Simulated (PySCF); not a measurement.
Compound: C3H7OPSi2.
SMILES with atom numbers: `[O:1]=[CH:2][C:3]#[C:4][Si@H:5]([SiH3:6])[PH2:7]` (hydrogens: H8 on C2; H9 on Si5; H10, H11, H12 on Si6; H13, H14 on P7)

Geometry (GFN2-xTB, Å), atoms numbered from 1 in this order:
```
atom  x, y, z in Å
O1     3.965    0.702    0.783
C2     3.412    0.394   -0.241
C3     2.009    0.201   -0.403
C4     0.817    0.038   -0.558
Si5   -1.005   -0.312   -0.649
Si6   -2.210    1.335    0.474
P7    -1.314   -2.353    0.267
H8     3.974    0.224   -1.183
H9    -1.261   -0.497   -2.088
H10   -3.645    1.057    0.399
H11   -1.965    2.639   -0.139
H12   -1.840    1.413    1.889
H13   -0.077   -2.851   -0.095
H14   -0.860   -1.990    1.522
```

Computed with TDDFT CAM-B3LYP/def2-SVPD, vertical, gas phase, core orbitals frozen in the response in PySCF.

Ground-to-excited transition dipoles (e·a0, same axes as the geometry; the sign carries no meaning), for the states with f of 0.002 or more among the lowest 8:

| state | E (eV) | μx | μy | μz |
| --- | --- | --- | --- | --- |
| S2 | 4.568 | 0.007 | 0.130 | 0.034 |
| S3 | 5.069 | 1.371 | 0.662 | -0.051 |
| S4 | 6.035 | 0.000 | 0.494 | -0.026 |
| S5 | 6.044 | -0.059 | -0.415 | 0.240 |
| S6 | 6.243 | 0.074 | -0.248 | 0.090 |
| S7 | 6.590 | 0.213 | 0.014 | 0.026 |
| S8 | 6.719 | -0.472 | -0.138 | 0.195 |

Task: Work out the oscillator strengths.

Result: f = (2/3) ΔE |μ|² with ΔE in hartree (27.2114 eV).

| state | \|μ\|² (au) | \|μ\| (D) | f |
| --- | --- | --- | --- |
| S2 | 0.018 | 0.34 | 0.002 |
| S3 | 2.321 | 3.87 | 0.288 |
| S4 | 0.245 | 1.26 | 0.036 |
| S5 | 0.234 | 1.23 | 0.035 |
| S6 | 0.075 | 0.70 | 0.012 |
| S7 | 0.046 | 0.55 | 0.007 |
| S8 | 0.280 | 1.34 | 0.046 |

Task: What angle do the transition dipoles of S5 and S6 make?

Result: |cos θ| = |μa·μb| / (|μa| |μb|) = 0.91, so θ ≈ 25° (taken between 0 and 90°, since the signs are arbitrary).

Task: How is the summed strength of these states shared among x, y and z?

Result: (2/3) Σ ΔE μα² gives 0.279 for x, 0.131 for y and 0.017 for z, 0.426 in all.

Task: What peak molar absorption coefficient would the strongest computed level give as a lone Gaussian band 0.5 eV wide at half height?

Result: ε(max) = 2.175×10⁸ f / FWHM, with the width in cm⁻¹. S3: 2.175×10⁸ × 0.2882 / 4033 ≈ 16000 L mol⁻¹ cm⁻¹.

One conformer stands for the species.
